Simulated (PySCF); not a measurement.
C3H9BO, SMILES CCBOC.

Geometry: r2SCAN-D4/def2-SVP. This is a generated structure with no PubChem entry under its InChIKey; it may be hypothetical. One conformer was computed; it need not be the lowest.

Calculation: M06-2X/def2-TZVP in PySCF.

Symmetry labels are those of the subgroup Cs that the program uses (full group Cs).

Question: List the valence orbital energies around the gap with their symmetry. (The exact figures need the calculation; the answer reports its results.)

Answer: 
```csv
orbital,symmetry,energy (eV)
HOMO−7,A',-13.94
HOMO−6,A",-13.58
HOMO−5,A',-11.78
HOMO−4,A',-11.62
HOMO−3,A',-11.21
HOMO−2,A",-11.02
HOMO−1,A",-10.49
HOMO,A',-9.33
LUMO,A",0.90
LUMO+1,A',1.52
LUMO+2,A',2.29
LUMO+3,A',2.71
```
